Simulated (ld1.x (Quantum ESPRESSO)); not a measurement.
# Logarithmic derivatives: manganese (Mn), PAW

Mn (Z = 25), PAW, made with ld1.x (Quantum ESPRESSO) 7.5 (BLYP, scalar-relativistic). Core [Ar], reference 3d5 4s1.75 4p0.25. Waves: 4s (bound): rcut 1.75, rcutus 2.40 bohr; 4s channel at 2.65 Ry: rcut 1.75, rcutus 2.40 bohr; 4p (bound): rcut 2.00, rcutus 2.65 bohr; 4p channel at 0.25 Ry: rcut 2.00, rcutus 2.65 bohr; 3d (bound): rcut 1.45, rcutus 1.80 bohr; 3d channel at 0.05 Ry: rcut 1.45, rcutus 1.80 bohr. Local part: all-electron potential smoothed inside 2.50 bohr (lloc = -1). Core correction: a·sin(br)/r model core inside 1.50 bohr. Augmentation charge: PSQ, inside the norm-conserving radii.

The phase is arctan(r·u′/u) with u = r·R(r), unwrapped; energies in Ry, scanned from -3 to 5 Ry. A pole is an energy at which the radial function vanishes at the test radius. The pseudo phase is shifted by a multiple of π to meet the all-electron one at the reference energy, and phase errors are pseudo minus all-electron; the curves can meet again beyond the range given. Levels narrower than the energy grid can be missing from the lists of poles.

```json
{"channel": "s", "radius (bohr)": "2.89", "reference energy (Ry)": "-0.39", "poles, all-electron": "0.94", "poles, pseudo": "0.94", "unbroken range about the reference energy with phases within 0.05 rad": "the whole range", "phase error 1 Ry above the reference energy (rad)": "-0.000"}
{"channel": "p", "radius (bohr)": "2.89", "reference energy (Ry)": "-0.11", "poles, all-electron": "1.79", "poles, pseudo": "1.77", "unbroken range about the reference energy with phases within 0.05 rad": "below 3.1", "phase error 1 Ry above the reference energy (rad)": "-0.000"}
{"channel": "d", "radius (bohr)": "2.89", "reference energy (Ry)": "-0.52", "poles, all-electron": "-0.43, 3.29", "poles, pseudo": "-0.43, 3.34", "unbroken range about the reference energy with phases within 0.05 rad": "the whole range", "phase error 1 Ry above the reference energy (rad)": "+0.000"}
```

Phases in the p channel:

```json
{"E (Ry)": "-3.00", "all-electron": "1.358", "pseudo": "1.356"}
{"E (Ry)": "-2.52", "all-electron": "1.334", "pseudo": "1.333"}
{"E (Ry)": "-2.04", "all-electron": "1.302", "pseudo": "1.301"}
{"E (Ry)": "-1.56", "all-electron": "1.253", "pseudo": "1.253"}
{"E (Ry)": "-1.08", "all-electron": "1.170", "pseudo": "1.170"}
{"E (Ry)": "-0.60", "all-electron": "0.991", "pseudo": "0.991"}
{"E (Ry)": "-0.12", "all-electron": "0.415", "pseudo": "0.415"}
{"E (Ry)": "0.36", "all-electron": "-0.851", "pseudo": "-0.851"}
{"E (Ry)": "0.84", "all-electron": "-1.322", "pseudo": "-1.322"}
{"E (Ry)": "1.32", "all-electron": "-1.485", "pseudo": "-1.486"}
{"E (Ry)": "1.80", "all-electron": "-1.572", "pseudo": "-1.575"}
{"E (Ry)": "2.28", "all-electron": "-1.637", "pseudo": "-1.644"}
{"E (Ry)": "2.76", "all-electron": "-1.697", "pseudo": "-1.717"}
{"E (Ry)": "3.24", "all-electron": "-1.771", "pseudo": "-1.835"}
{"E (Ry)": "3.72", "all-electron": "-1.888", "pseudo": "-2.232"}
{"E (Ry)": "4.20", "all-electron": "-2.162", "pseudo": "-4.097"}
{"E (Ry)": "4.68", "all-electron": "-3.132", "pseudo": "-4.545"}
```
